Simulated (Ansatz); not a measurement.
Program: Ansatz.

input.yaml

```yaml
crystal:
  periodic: [false, false, false]
  atoms:
    - { symbol: O, position_ang: [-0.3767, -1.2243, 0.9184] }
    - { symbol: C, position_ang: [-0.0703, -0.3704, 0.0129] }
    - { symbol: O, position_ang: [1.2503, -0.1131, -0.2172] }
    - { symbol: Se, position_ang: [-1.3118, 0.5344, -1.054] }
    - { symbol: H, position_ang: [1.9957, -0.5845, 0.3332] }
    - { symbol: H, position_ang: [-1.445, 1.6938, -0.0395] }
basis:
  gaussian: { orbitals: def2-SVP }
hamiltonian:
  xc: pbe
neb:
  order_check: false
  images: 5
  f_tol: 0.05
  max_iterations: 8
  final_atoms:
    - { symbol: O, position_ang: [-0.3767, -1.2243, 0.9184] }
    - { symbol: C, position_ang: [-0.0703, -0.3704, 0.0129] }
    - { symbol: O, position_ang: [1.2503, -0.1131, -0.2172] }
    - { symbol: Se, position_ang: [-1.3118, 0.5344, -1.054] }
    - { symbol: H, position_ang: [1.9957, -0.5845, 0.3332] }
  initial_path: idpp
```

Launched with:

```bash
$ ansatz run input.yaml --threads 1 --pin off --max-ram 2048MiB --backend cpu --events-out ev --progress --plain --runs-dir out
```

Task: What does the program answer?

Result: The input was rejected before any iteration.

```
Error: invalid value for `neb.final_atoms`: lists 5 atoms but crystal.atoms has 6 — the final endpoint must contain the same atoms in the same order
```
